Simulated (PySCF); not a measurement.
The numbers are results of PySCF with PBE-D3(BJ)/def2-TZVP // B3LYP-D3(BJ)/def2-TZVP, not measurements. Isolated molecules, 0 K electronic values unless said otherwise. One relaxed conformer stands for a flexible species; it need not be the lowest. Delta-SCF ions had no search for a lower state. Excitations are Tamm–Dancoff values on a coarser integration grid. The basis has no diffuse functions, so Rydberg states are missing or too high.

Reference species (SMILES): `[Si](C)(C)=C=C` (neutral, multiplicity 1).

```yaml
S1–T1 gap (TDA): 0.56 eV
HOMO: -4.62 eV
vertical ionisation energy (Delta-SCF): 7.44 eV
LUMO: -1.26 eV
```

Changed species: `C(#C)C[SiH2]C`.

### Question
What does the change do to the S1–T1 gap (TDA), HOMO, vertical ionisation energy (Delta-SCF) and LUMO?

### Answer
the S1–T1 gap (TDA) goes up by 0.32 eV, to 0.88 eV; the HOMO falls by 1.58 eV, to -6.20 eV; the vertical ionisation energy (Delta-SCF) rises by 1.86 eV, to 9.30 eV; the LUMO increases by 1.21 eV, to -0.05 eV.
